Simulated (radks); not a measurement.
Task: These are the eigenvalues of the occupied orbitals of an atom or ion with whole-number occupations (hartree). Calculated with a radial shooting solver on a logarithmic mesh with Libxc functionals: Dirac Kohn-Sham, PW91, spin-unpolarised, spherical densities, point nucleus.

| orbital | eigenvalue |
|---|---|
| 1s1/2 | -459.4805 |
| 2s1/2 | -59.04478 |
| 2p1/2 | -52.97710 |
| 2p3/2 | -51.44147 |
| 3s1/2 | -7.83957 |
| 3p1/2 | -5.76448 |
| 3p3/2 | -5.54839 |
| 3d3/2 | -1.97122 |
| 3d5/2 | -1.93831 |
| 4s1/2 | -0.63571 |
| 4p1/2 | -0.24885 |
| 4p3/2 | -0.23499 |

Which element is it, and in what charge state? The configuration may be excited. Open shells, if any, fill j = l - 1/2 first.

Result: Z = 34, selenium, charge 0: Se in [Ar] 3d10 4s2 4p4. The list shows which subshells hold electrons but not how many an open one holds; the 1s level, -459.48 hartree, gives Z - s = 30.3 by -(Z - s)^2/2, which with screening and relativity narrows Z to a few neighbours, and the depths of the outer levels then fix element, charge and occupations together.
